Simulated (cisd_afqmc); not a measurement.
Input (AFQMC/CISD/def2-TZVPP; cisd_afqmc is a phaseless AFQMC code with CISD trial states that reads the integrals written by Ansatz):

Ansatz 0.2 input:
```python
import cisd_afqmc

open("ham.yaml", "w").write("""\
crystal:
  periodic: [false, false, false]
  atoms:
    - {symbol: Be, position_ang: [0.00000000, 0.00000000, 0.00000000]}
    - {symbol: H, position_ang: [0.00000000, 0.00000000, 1.33008694]}
    - {symbol: H, position_ang: [-0.00000000, -0.00000000, -1.33008694]}
basis:
  gaussian:
    orbitals: def2-TZVPP
magnetization: {spin_polarized: false}
correlation: {method: ccsd, electrons: outside_noble_gas, hamiltonian_folder: ham}
""")
rep = cisd_afqmc.ansatz("ham.yaml")
e_ccsd = rep["correlation"]["coupled_cluster"]["energy"]["hartree"]
out = cisd_afqmc.run("ham", e_ccsd, trial="CISD", walkers=200, populations=8, threads=8, dt=0.005, steps=40, early=24, settle=10, least=32,
    cut=5e-5, rank_cut=2e-4, target=0.0004, seconds=1500, seed=1, memory=17280, gpu=False)
```

Output:

```
orbitals 46, occupied [2], factors 182 of 295, rank of the doubles 40 of 88
E(HF) = -15.770069
E(CCSD) on the cut factors = -15.843798, shift to the whole factors -0.000013
Energy of the trial state on the determinant = -15.843623
  tau behind 7.2 of longer steps, mean of the populations' last blocks
   2.0  -15.84445
   4.0  -15.84437
   6.0  -15.84433
   8.0  -15.84438
blocks 281 (0 outliers left out), error by blocks joined: 1: 0.00002, 2: 0.00002, 4: 0.00002, 8: 0.00003, 16: 0.00003
E(AFQMC/CISD) = -15.84437 +/- 0.00003
```
